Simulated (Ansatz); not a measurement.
Consider the atomization: `F[SiH2]CBr` → Br• + C• + F• + 4 H• + Si•.

Program: Ansatz. Geometries: PBE0-D4/def2-TZVP. ΔE: electronic, gas phase. CCSD(T)/CBS is the MP2 limit (def2-TZVPP, def2-QZVPP) plus CCSD(T) − MP2 in def2-TZVPP, frozen cores. This one scheme is used for every species, atoms too. For atomizations the MP2-based limit and the directly extrapolated one differ by several kJ/mol either way, and by 10 to 25 for some Ge, Se and Sn compounds, so smaller differences from it don't rank the levels. DFT in def2-TZVPP. No spin–orbit coupling; open shells (•) take unrestricted orbitals. Spin–orbit coupling would lower the free atoms: a little for C, F, Si; clearly for Br. For Br outer-core shells are correlated without core-valence functions, so the limit isn't a true one: a few kJ/mol of doubt a bond, and 10 to 20 or more in all where bonds break to atoms. Scalar relativity is left out up to krypton. One conformer a species, not always the lowest.

`F[SiH2]CBr`:

Cartesian coordinates in Å:
```
F -0.832 -1.082 -1.524
Si -0.242 0.248 -0.868
C 0.119 -0.069 0.936
Br 1.515 -1.411 1.111
H 0.994 0.626 -1.586
H -1.280 1.304 -0.979
H -0.752 -0.446 1.473
H 0.477 0.830 1.437
```

```
     species  revPBE energy (Eh)
`F[SiH2]CBr`         -3003.80501
         Br•         -2573.89023
          C•           -37.84560
          F•           -99.73486
          H•            -0.50412
         Si•          -289.31540
```

(1) Work out ΔE.

Largest T1 diagnostic among the species: 0.012.

## Answers

(1) ΔE = 4 × (-0.50412) + (-2573.89023) + (-37.84560) + (-99.73486) + (-289.31540) − (-3003.80501) = 1.00244 Eh = +2631.9 kJ/mol. CCSD(T)/CBS gives +2737.8 kJ/mol.

From r2SCAN to r2SCAN0 (25 % exact exchange), in def2-TZVPP and without D4, ΔE moves by −39.2 kJ/mol: exact exchange takes away binding that semilocal exchange gives to molecules. Leaving LDA and LC-ωPBE aside and taking each functional with its dispersion term where it has one, the values, not all of them listed here, spread over 95.9 kJ/mol, from BHLYP-D4 to PBE-D4. LDA lies +354.7 kJ/mol from PBE without D4, its usual overbinding. In def2-TZVPP, CCSD(T) changes the Hartree–Fock value by +627.6 kJ/mol (the triples alone add +36.4 kJ/mol) and MP2 by +674.8 kJ/mol; breaking electron pairs costs correlation energy, which Hartree–Fock lacks.
